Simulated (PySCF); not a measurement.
**NMR data sheet: C$_{3}$H$_{13}$O$_{2}$PSi$_{3}$**

* Formula: C3H13O2PSi3
* SMILES: CC(=O)[Si@@H](O[SiH3])[Si@H](C)P
* InChI: InChI=1S/C3H13O2PSi3/c1-3(4)9(5-7)8(2)6/h8-9H,6H2,1-2,7H3/t8-,9+/m1/s1
* Point group of the computed structure: C1
* Carbon signals: 3
* Proton signals: 6

Structure with atom numbers: `[CH3:1][C:2](=[O:3])[Si@@H:4]([O:5][SiH3:6])[Si@H:7]([CH3:8])[PH2:9]` (H(Xn): hydrogen on atom n).

All values are calculated (PySCF): GFN2-xTB geometry, shieldings: GIAO PBE0/pcSseg-1. One conformer, no relativistic terms, no solvent, averaged over atoms made equivalent by symmetry, fast rotation or ring inversion.

Referencing at the same level of theory: TMS for 1H (σ = 31.72 ppm) and 13C (σ = 186.93 ppm) and 29Si (σ = 349.16 ppm); H3PO4 for 31P (σ = 318.38 ppm); 17O (σ = 336.08 ppm) vs H2O.

| carbon | δC, type | δH (multiplicity) | HMBC from (2–3 bonds) | span of the C tensor (ppm) |
| --- | --- | --- | --- | --- |
| C1 | 40.5, CH3 | 2.66 (s) | H(Si4) | 76 |
| C2 | 252.9, C | – | H(Si4), H(Si7), H(C1) | 271 |
| C8 | -5.1, CH3 | 0.41 (m) | H(Si4), H(Si7), H(P9) | 7 |

Other nuclei:
```
 atoms  nucleus                               environment  δ (ppm)  σ (ppm)
H(Si6)       1H         hydrogen on a silicon bonded to O     5.18    26.53
H(Si4)       1H  hydrogen on a silicon bonded to C, O, Si     5.07    26.65
H(Si7)       1H  hydrogen on a silicon bonded to C, P, Si     4.24    27.48
 H(P9)       1H     hydrogen on a phosphorus bonded to Si     1.01    30.70
    P9      31P              phosphorus bonded to Si, 2 H   -302.0    620.3
   Si6     29Si                  silicon bonded to O, 3 H    -40.2    389.4
   Si4     29Si             silicon bonded to C, O, Si, H    -42.5    391.6
   Si7     29Si             silicon bonded to C, P, Si, H    -57.6    406.7
    O3      17O                           carbonyl oxygen    840.5   -504.5
    O5      17O                     oxygen bonded to 2 Si     11.2    324.9
```

δC 252.9: carbonyl carbon. δC 40.5: methyl carbon α to a carbonyl; the adjacent C=O deshields it moderately. δC -5.1: methyl carbon bonded to Si; an electropositive neighbour leaves it electron-rich and shielded. δH 2.66: hydrogen on a methyl carbon α to a carbonyl; α to C=O. δH 0.41: hydrogen on a methyl carbon bonded to Si; an electropositive neighbour shields it, as in TMS itself.

Splittings by 31P in the carbon and heteronuclear signals aren't shown, as no couplings were computed. Shifts are as computed. Against solution values, carbons near 30 ppm lie about +3 ppm off and those near 130 ppm about +5 ppm. Of 1211 compounds with measured shifts, 218 miss one by over three times the rms of a fit or turn the order of signals round; such compounds aren't used in these exercises. Unscaled 17O shifts of doubly bonded oxygen tend to come out too high, by tens of ppm or more. Experimental scales use liquid or dissolved standards, which lie at an offset from isolated H2O (liquid H2O: subtract about 36 ppm) and H3PO4. Multiplicities follow the n + 1 count of equivalent neighbours, as no J values were calculated; m marks all less simple cases, F and P coupling included.
